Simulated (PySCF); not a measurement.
Compound: C4H4F2O.
SMILES: `C=COC=C(F)F`

Theory: TDDFT wB97X-D/def2-SVPD, vertical, gas phase, core orbitals frozen in the response (PySCF). Geometry: PBE0-D3(BJ)/def2-SVP, one conformer, isolated molecule. Torsions of this conformer, `[CH2:1]=[CH:2][O:3][CH:4]=[C:5]([F:6])[F:7]`: C1–C2–O3–C4 -10°, C2–O3–C4–C5 131°.

Question: What does the calculation give for the low-lying excited states?

Answer: 

```csv
state,E (eV),λ (nm),ν̃ (cm⁻¹),f,|μ| (D),"main configurations (H = HOMO, L = LUMO)"
S1,6.55,189.4,52800,0.299,3.47,H→L (96%)
S2,6.78,182.8,54690,0.050,1.39,H→L+1 (84%)
S3,7.13,174.0,57470,0.023,0.93,"H→L+2 (79%), H-1→L (16%)"
S4,7.31,169.6,58970,0.010,0.61,"H→L+3 (69%), H-1→L+1 (18%)"
S5,7.55,164.3,60880,0.037,1.14,"H→L+4 (28%), H-1→L+1 (23%), H→L+6 (19%)"
S6,7.71,160.8,62180,0.0089,0.55,"H→L+4 (38%), H→L+5 (15%), H→L+6 (15%)"
```

The lowest singlet lies at 6.55 eV (189 nm, vacuum ultraviolet) and is strong; its leading configuration is HOMO→LUMO (96%). The lowest level is also the most intense of those listed (f = 0.299). Löwdin shares by element: HOMO carbon 49% or more, oxygen 22% (atoms not listed hold the other 29%); LUMO carbon 71% (atoms not listed hold the other 29%). The listed states span 1.16 eV, and the widest gap between neighbours is 0.34 eV (S2 to S3). Of the 6 states listed, 5 reach f = 0.01 and none stays under 0.0005. Weighted by f, the mean energy of these states is 6.73 eV. No computed singlet lies in the visible range (380 to 750 nm); the lowest, at 189 nm, stands 3.28 eV above its violet end (3.26 eV). The window holds the lowest 6 singlets.
